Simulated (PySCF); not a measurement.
Structure problem from calculated spectra and properties.

Formula: GeH4O.

| Item | Value |
| --- | --- |
| XPS | O1s 538.2 eV [ΔSCF SCAN, pcX-2 on the ionised atom, pcseg-1 elsewhere, spin-free X2C] |
| 1H NMR | chemical shifts (computed TMS as zero) by class: 5.12 (3 H), -0.38 (1 H) ppm [GIAO B3LYP/pcSseg-1 (pcSseg-2 on Ge)] |
| UV, strongest line | among the 15 lowest singlet transitions: S8 at 9.20 eV (135 nm, f = 0.215) [TDDFT CAM-B3LYP/def2-SVPD] |
| Triplet | lowest triplet excitation (Tamm–Dancoff): 6.36 eV [TDA CAM-B3LYP/def2-SVPD] |
| Rotational structure | rotational constants A, B, C: 70.407, 10.027, 9.875 GHz [PBE0-D3(BJ)/def2-SVP] |
| NMR, other nuclei | isotropic shieldings of nuclei other than C and H, by class: 340 (1 O), 1378 (1 Ge) ppm [GIAO B3LYP/pcSseg-1 (pcSseg-2 on Ge)] |
| UV, first state | lowest singlet excitation: 6.79 eV (183 nm, f = 0.008) [TDDFT CAM-B3LYP/def2-SVPD] |
| Dipole | 1.59 D [CAM-B3LYP/def2-SVPD] |

Electronic properties: PySCF, gas phase, density fitting. Levels stand in brackets. Geometry: PBE0-D3(BJ)/def2-SVP; no solvent, vibrations or thermal averaging. The calculation (core ionisation apart) is non-relativistic and has no spin–orbit coupling, an omission that weighs most on germanium. NMR classes are plain means over equivalent atoms (diastereotopic ones count apart unless rotation or inversion swaps them), as if these changed places fast.

Q: Propose a structure and show how it fits.

A: Hydrogen classes from least to most shielded: 3 H on a germanium bonded to O and 3 H (5.12 ppm), 1 H on an oxygen bonded to Ge and H (-0.38 ppm). The other shieldings belong to: 340 ppm, oxygen bonded to Ge and H; 1378 ppm, germanium bonded to O and 3 H. The core levels belong to: O1s 538.2 eV, oxygen bonded to Ge and H. No core level of Ge was computed. The optimised geometry has point group Cs and is an asymmetric top. Structure: `[H][Ge]([H])([H])[OH]` (Ge(OH)H3). NMR values of atoms bound to Ge lack the spin–orbit term that these neighbours bring.
